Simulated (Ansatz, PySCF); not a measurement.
A small calculation by hand: transport gap, exciton binding and injection barriers

C₃H₅BO₂, SMILES C=CB(O)C=O.

The structure is a stationary point at r2SCAN-D4/def2-SVP. This is a generated structure with no PubChem entry under its InChIKey; it may be hypothetical. One conformer was computed; it need not be the lowest.

Gas-phase, vertical values: ionisation energy 9.32 eV and electron affinity 0.91 eV from ΔSCF with PBE/def2-TZVPD (Ansatz, an electronic-structure program); S1 2.51 eV and T1 1.94 eV from TDA-PBE/def2-SVPD (PySCF). Assume, for the exercise, a film of permittivity 3.0, a cavity radius of 6.0 Å and electrodes of work function 5.0 eV (anode) and 4.2 eV (cathode), with aligned vacuum levels.

Task: Work out the fundamental gap and exciton binding energy in the gas phase, the levels in the film by Born's model, the injection barriers and the thermal weight of S1 against T1 at 298 K.

Result: 
Fundamental gap IE − EA = 8.41 eV; exciton binding = gap − S1 = 5.90 eV.
Born polarisation P = (14.3996 eV Å / 2r)(1 − 1/ε) = 0.80 eV. Film: IE = 8.52 eV, EA = 1.71 eV, transport gap 6.81 eV; with S1 unchanged the binding falls to 4.30 eV.
Hole barrier IE − Φ(anode) = 3.52 eV; electron barrier Φ(cathode) − EA = 2.49 eV (a negative value means no barrier, and the level would pin).
ΔE(ST) = S1 − T1 = 0.57 eV, and the triplet has three sublevels, so the ratio S1/T1 is (1/3) exp(−ΔE/kT) = 7.7e-11 with kT = 0.02569 eV: too wide a gap for thermal return to the singlet. All inputs carry the errors of their functional, and relaxed states would shift them.
